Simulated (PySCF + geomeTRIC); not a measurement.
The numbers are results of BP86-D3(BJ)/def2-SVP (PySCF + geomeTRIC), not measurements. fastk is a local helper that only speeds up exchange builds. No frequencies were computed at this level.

```python
import json, numpy as np
from pyscf import gto, dft
from fastk import lowrank_exchange
atoms = """
W     -0.000027     0.000009     0.000072
F      0.938827    -1.568422    -0.184636
F     -0.864127    -0.689905     1.467339
F      0.864064     0.689813    -1.467261
F     -0.938830     1.568495     0.184547
F     -1.321867    -0.662985    -1.090213
F      1.321954     0.662996     1.090184
"""
def scf(charge, spin, dm0=None):
    mol = gto.M(atom=atoms, basis='def2-svp', ecp={'W': 'def2-svp'}, charge=charge, spin=spin, verbose=3, max_memory=10080)
    mf = dft.KS(mol, xc='bp86').density_fit(auxbasis="def2-universal-jkfit")
    mf.disp = 'd3bj'
    mf.grids.level = 3
    mf.conv_tol = 1e-8
    mf.max_cycle = 120
    mf.level_shift = 0.25
    mf.kernel(dm0)
    if not mf.converged:
        mf = mf.newton().run(mf.mo_coeff, mf.mo_occ).undo_soscf()
    return mf
mf = scf(0, 0)
from pyscf.geomopt.geometric_solver import kernel as optimize
path = []
done, mol = optimize(mf, maxsteps=120, assert_convergence=False, callback=lambda env: path.append((env["energy"], bool(env["g_scanner"].converged))))
res = dict(converged=bool(done and path[-1][1]), energy=path[-1][0], path=[e for e, c in path], xyz=mol.atom_coords(unit="Angstrom").tolist(), nao=mol.nao)
json.dump(res, open("result.json", "w"))
```

Output:

```
converged SCF energy = -666.102950067936
Geometry optimization cycle 1
converged SCF energy = -666.102950068065
cycle 1: E = -666.102950068  dE = -666.103  norm(grad) = 0.0472159
Geometry optimization cycle 2
converged SCF energy = -666.104152068361
cycle 2: E = -666.104152068  dE = -0.001202  norm(grad) = 0.0315266
Geometry optimization cycle 3
converged SCF energy = -666.105551306972
cycle 3: E = -666.105551307  dE = -0.00139924  norm(grad) = 0.00268965
Geometry optimization cycle 4
converged SCF energy = -666.105377041562
cycle 4: E = -666.105377042  dE = 0.000174265  norm(grad) = 0.00550256
Geometry optimization cycle 5
converged SCF energy = -666.105542581611
cycle 5: E = -666.105542582  dE = -0.00016554  norm(grad) = 0.00204415
Geometry optimization cycle 6
converged SCF energy = -666.105573642469
cycle 6: E = -666.105573642  dE = -3.10609e-05  norm(grad) = 0.0004511
Geometry optimization cycle 7
converged SCF energy = -666.105577783153
cycle 7: E = -666.105577783  dE = -4.14068e-06  norm(grad) = 0.000307956
Geometry optimization cycle 8
converged SCF energy = -666.10558092576
cycle 8: E = -666.105580926  dE = -3.14261e-06  norm(grad) = 0.00175539
Geometry optimization cycle 9
converged SCF energy = -666.105608662163
cycle 9: E = -666.105608662  dE = -2.77364e-05  norm(grad) = 0.00209974
Geometry optimization cycle 10
converged SCF energy = -666.10563286465
cycle 10: E = -666.105632865  dE = -2.42025e-05  norm(grad) = 0.00117777
Geometry optimization cycle 11
converged SCF energy = -666.105618094242
cycle 11: E = -666.105618094  dE = 1.47704e-05  norm(grad) = 0.0025908
Geometry optimization cycle 12
converged SCF energy = -666.105646648488
cycle 12: E = -666.105646648  dE = -2.85542e-05  norm(grad) = 0.00172809
Geometry optimization cycle 13
converged SCF energy = -666.105663687323
cycle 13: E = -666.105663687  dE = -1.70388e-05  norm(grad) = 0.00071719
Geometry optimization cycle 14
converged SCF energy = -666.105656522015
cycle 14: E = -666.105656522  dE = 7.16531e-06  norm(grad) = 0.000951651
Geometry optimization cycle 15
converged SCF energy = -666.105664722964
cycle 15: E = -666.105664723  dE = -8.20095e-06  norm(grad) = 0.000531391
Geometry optimization cycle 16
converged SCF energy = -666.105667370662
cycle 16: E = -666.105667371  dE = -2.6477e-06  norm(grad) = 0.000464851
Geometry optimization cycle 17
converged SCF energy = -666.105666657503
cycle 17: E = -666.105666658  dE = 7.13158e-07  norm(grad) = 0.000443111
<class 'geometric.internal.Distance'> : 6
<class 'geometric.internal.Angle'> : 3
<class 'geometric.internal.LinearAngle'> : 6
<class 'geometric.internal.OutOfPlane'> : 12
<class 'geometric.internal.TranslationX'> : 1
<class 'geometric.internal.TranslationY'> : 1
<class 'geometric.internal.TranslationZ'> : 1
<class 'geometric.internal.RotationA'> : 1
<class 'geometric.internal.RotationB'> : 1
<class 'geometric.internal.RotationC'> : 1
Step    0 : Gradient = 1.785e-02/1.932e-02 (rms/max) Energy = -666.1029500681
Step    1 : Displace = 4.048e-02/4.425e-02 (rms/max) Trust = 1.000e-01 (=) Grad = 1.192e-02/1.290e-02 (rms/max) E (change) = -666.1041520684 (-1.202e-03) Quality = 0.252
Step    2 : Displace = 1.733e-02/2.086e-02 (rms/max) Trust = 1.000e-01 (=) Grad = 1.017e-03/1.136e-03 (rms/max) E (change) = -666.1055513070 (-1.399e-03) Quality = 1.092
Step    3 : Displace = 2.004e-02/3.052e-02 (rms/max) Trust = 1.414e-01 (+) Grad = 2.080e-03/2.815e-03 (rms/max) E (change) = -666.1053770416 (+1.743e-04) Quality = -2.221
Step    4 : Displace = 1.053e-02/1.573e-02 (rms/max) Trust = 1.002e-02 (x) Grad = 7.726e-04/1.100e-03 (rms/max) E (change) = -666.1055425816 (+8.725e-06) Quality = -0.145
Step    5 : Displace = 5.138e-03/7.628e-03 (rms/max) Trust = 5.010e-03 (-) Grad = 1.705e-04/2.437e-04 (rms/max) E (change) = -666.1055736425 (-3.106e-05) Quality = 0.984
Step    6 : Displace = 1.551e-03/2.407e-03 (rms/max) Trust = 7.085e-03 (+) Grad = 1.164e-04/2.002e-04 (rms/max) E (change) = -666.1055777832 (-4.141e-06) Quality = 1.237
Step    7 : Displace = 5.411e-03/7.572e-03 (rms/max) Trust = 1.002e-02 (+) Grad = 6.635e-04/8.680e-04 (rms/max) E (change) = -666.1055809258 (-3.143e-06) Quality = 0.227
Step    8 : Displace = 2.876e-03/4.348e-03 (rms/max) Trust = 2.705e-03 (-) Grad = 7.936e-04/1.136e-03 (rms/max) E (change) = -666.1056086622 (-2.774e-05) Quality = 1.179
Step    9 : Displace = 3.863e-03/5.452e-03 (rms/max) Trust = 3.826e-03 (+) Grad = 4.452e-04/6.994e-04 (rms/max) E (change) = -666.1056328646 (-2.420e-05) Quality = 0.992
Step   10 : Displace = 5.463e-03/7.799e-03 (rms/max) Trust = 5.411e-03 (+) Grad = 9.792e-04/1.307e-03 (rms/max) E (change) = -666.1056180942 (+1.477e-05) Quality = -0.101
Step   11 : Displace = 2.864e-03/4.298e-03 (rms/max) Trust = 2.705e-03 (-) Grad = 6.304e-04/8.371e-04 (rms/max) E (change) = -666.1056466485 (-2.855e-05) Quality = 1.176
Step   12 : Displace = 3.917e-03/5.193e-03 (rms/max) Trust = 3.826e-03 (+) Grad = 2.144e-04/2.580e-04 (rms/max) E (change) = -666.1056636873 (-1.704e-05) Quality = 0.739
Step   13 : Displace = 3.844e-03/5.506e-03 (rms/max) Trust = 3.826e-03 (=) Grad = 3.217e-04/4.542e-04 (rms/max) E (change) = -666.1056565220 (+7.165e-06) Quality = -1.589
Step   14 : Displace = 1.968e-03/2.648e-03 (rms/max) Trust = 1.913e-03 (x) Grad = 1.176e-04/1.475e-04 (rms/max) E (change) = -666.1056647230 (-1.036e-06) Quality = 0.344
Step   15 : Displace = 1.171e-03/1.901e-03 (rms/max) Trust = 1.913e-03 (=) Grad = 6.885e-05/8.181e-05 (rms/max) E (change) = -666.1056673707 (-2.648e-06) Quality = 3.516
Step   16 : Displace = 4.316e-04/5.439e-04 (rms/max) Trust = 2.705e-03 (+) Grad = 3.947e-05/9.127e-05 (rms/max) E (change) = -666.1056666575 (+7.132e-07) Quality = -4.397
Converged! =D
```

Cost: around 7 core-minutes (rough).
